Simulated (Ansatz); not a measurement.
**Cost against result**

Saddle point of Si2H7OF, singlet (SiH₃OF ([OH][SiH2][F]) + SiH₄ → Si₂H₆O ([OH][SiH2][SiH3]) + HF; bonds formed: Si1–Si7, F2–H6; bonds broken: Si1–F2, H6–Si7), PBE0-D4/def2-TZVP structure:

Si1  (-0.841, 0.145, 0.573)
F2  (-0.040, -1.692, 0.808)
H3  (-2.086, -0.524, 0.146)
H4  (-0.911, 1.548, 0.057)
O5  (-0.537, 0.438, 2.150)
H6  (0.398, -0.999, -0.053)
Si7  (0.912, 0.219, -1.305)
H8  (-0.338, -0.338, 2.677)
H9  (-0.086, 0.621, -2.328)
H10  (1.699, 1.385, -0.837)
H11  (1.831, -0.801, -1.887)
(Å)

Barriers are electronic and count from the start structure reached by relaxing down the imaginary mode.

Computed with Ansatz 0.2.0 (basis: as named in each row); correlated methods freeze the cores. B3LYP uses VWN-RPA correlation. Extrapolation: Hartree–Fock as exp(−7.88 √X), correlation as X^−2.97.

Times are rough, for one single point on 4 threads of a shared host (Intel Xeon).

The estimate by CCSD(T) at an estimated basis limit (MP2 extrapolated from triple and quadruple zeta, plus CCSD(T) − MP2 in triple zeta) is 3.079 eV.

```
      method       basis  time (s)  barrier (eV)  method less estimate
          HF      STO-3G   under 1         4.925                 1.846
      PBE-D4      STO-3G         2         2.297                -0.782
       SPW92    def2-SVP         2         1.930                -1.149
      PBE-D4    def2-SVP         3         2.282                -0.797
    B3LYP-D4       6-31G         3         2.655                -0.424
     PBE0-D4    def2-SVP         3         2.601                -0.478
       SPW92  def2-TZVPP         7         2.064                -1.015
     wB97M-V    def2-SVP         9         2.855                -0.224
      PBE-D4  def2-TZVPP         9         2.397                -0.681
     BLYP-D4  def2-TZVPP        10         2.763                -0.315
    B3LYP-D4  def2-TZVPP        11         2.978                -0.101
    BHLYP-D4  def2-TZVPP        11         3.324                 0.245
     CCSD(T)    def2-SVP        13         3.194                 0.115
   r2SCAN-D4  def2-TZVPP        13         2.712                -0.367
     PBE0-D4  def2-TZVPP        13         2.704                -0.375
CAM-B3LYP-D4  def2-TZVPP        13         3.073                -0.005
  RPA on PBE  def2-TZVPP        14         3.109                 0.031
  r2SCAN0-D4  def2-TZVPP        15         2.912                -0.167
      B2PLYP  def2-TZVPP        16         3.097                 0.018
     wB97X-V  def2-TZVPP        18         2.991                -0.088
     wB97M-V  def2-TZVPP        19         2.972                -0.107
    PBE-QIDH  def2-TZVPP        19         2.981                -0.098
      B97M-V  def2-TZVPP        23         2.903                -0.176
         MP2  def2-QZVPP        67         3.083                 0.004
     CCSD(T)  def2-TZVPP       160         3.115                 0.036
```

All methods are single points on the PBE0-D4 structures.

The T1 diagnostic stays at or below 0.014.

Labels in which every atom is bracketed show which atoms are joined, not bond orders.
